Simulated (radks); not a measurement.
Problem. These are the eigenvalues of the occupied orbitals of an atom or ion with whole-number occupations (eV). All-electron calculation, Dirac Kohn-Sham, relativistic LDA (MacDonald-Vosko exchange, VWN5 correlation), spin-unpolarised, spherical densities, finite nucleus; Fermi nuclear charge, rms radius of each element as measured or else 0.836 A^(1/3) + 0.57 fm. Program: a radial shooting solver on a logarithmic mesh with Libxc functionals.

| orbital | eigenvalue |
|---|---|
| 1s1/2 | -40519.66 |
| 2s1/2 | -6943.294 |
| 2p1/2 | -6594.465 |
| 2p3/2 | -6152.137 |
| 3s1/2 | -1892.608 |
| 3p1/2 | -1744.207 |
| 3p3/2 | -1655.825 |
| 3d3/2 | -1396.097 |
| 3d5/2 | -1376.845 |
| 4s1/2 | -740.3402 |
| 4p1/2 | -682.2326 |
| 4p3/2 | -659.1152 |
| 4d3/2 | -561.8333 |

Which element is it, and in what charge state? The configuration may be excited. Open shells, if any, fill j = l - 1/2 first.

Solution. Z = 58, cerium, charge +20: Ce20+ in [Kr] 4d2. The list shows which subshells hold electrons but not how many an open one holds; the 1s level, -1489.1 hartree, gives Z - s = 54.6 by -(Z - s)^2/2, which with screening and relativity narrows Z to a few neighbours, and the depths of the outer levels then fix element, charge and occupations together.
